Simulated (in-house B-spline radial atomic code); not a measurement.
Response of neutral cadmium as one setting changes: the share of exact exchange in a PBE hybrid. A dash marks a strongly mixed or unbound state. Computed with a B-spline radial code for spherical atoms: linear response of the closed shell [Kr] 4d10 5s2 with the functional's adiabatic kernel; scalar-relativistic (spin-free one-electron X2C), finite nucleus, no spin-orbit coupling, no double excitations, S, P, D and F terms only; shells from n = 3 respond. Only terms of natural parity with L up to 3 were computed.

```
share of exact exchange in a PBE hybrid  lowest 1P (eV)  lowest 3P, Tamm-Dancoff (eV)  minus highest occupied level (eV)  α (bohr³)
                                      0   5s → 5p 5.130                 5s → 5p 3.860                              5.655      47.69
                                    0.1   5s → 5p 5.099                 5s → 5p 3.769                              5.933      48.81
                                    0.2   5s → 5p 5.063                 5s → 5p 3.677                              6.210      49.99
                                    0.3   5s → 5p 5.022                 5s → 5p 3.585                              6.486      51.25
                                    0.4               ?                             ?                                  ?          ?
                                    0.5   5s → 5p 4.928                 5s → 5p 3.399                              7.033      53.99
                                    0.6   5s → 5p 4.876                 5s → 5p 3.305                              7.305      55.48
                                    0.7   5s → 5p 4.821                 5s → 5p 3.212                              7.574      57.07
                                    0.8   5s → 5p 4.763                 5s → 5p 3.118                              7.842      58.75
                                    0.9               ?                             ?                                  ?          ?
                                      1   5s → 5p 4.640                 5s → 5p 2.932                              8.373      62.42
```

**Question.** What belongs in the row for 0.4?

**Answer.** lowest 1P (eV): 5s → 5p 4.977; lowest 3P, Tamm-Dancoff (eV): 5s → 5p 3.492; minus highest occupied level (eV): 6.760; α (bohr³): 52.58.

**Question.** What belongs in the row for 0.9?

**Answer.** lowest 1P (eV): 5s → 5p 4.703; lowest 3P, Tamm-Dancoff (eV): 5s → 5p 3.025; minus highest occupied level (eV): 8.108; α (bohr³): 60.53.
